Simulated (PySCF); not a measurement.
# Two-component Hartree-Fock for Ge³⁰⁺ (germanium, charge +30)

Start: 1s2. Calculated with PySCF 2.14 in an uncontracted even-tempered set (15 s from 44 bohr⁻², ratio 2.4; 10 p from 57 bohr⁻², ratio 2.4; 3 d from 180 bohr⁻², ratio 2.6; 3 f from 270 bohr⁻², ratio 2.6): generalised Hartree-Fock with the X2C-1e Hamiltonian and a Gaussian nucleus; one run each with spin-orbit coupling (SO) switched off, then screened by Boettger's factors.

```tsv
spinor shell	electrons	ε, spin-free (eV)	ε, screened SO (eV)	weight of nominal j (screened SO)	rms radius, screened SO (bohr)
1s1/2	2	-13570.9	-13570.9	1.000	0.0536
```

```json
{"quantity": "E (hartree)", "spin-free": "-1017.82976", "screened SO": "-1017.82976"}
{"quantity": "M_J", "spin-free": "0", "screened SO": "0"}
{"quantity": "⟨J²⟩", "spin-free": "0.000", "screened SO": "0.000"}
{"quantity": "⟨L²⟩", "spin-free": "0.000", "screened SO": "0.000"}
{"quantity": "⟨S²⟩", "spin-free": "0.000", "screened SO": "0.000"}
```

Without spin-orbit coupling the j labels of p, d and f shells carry no meaning; the spin-free column gives the mean over the occupied spinors of each nl shell.
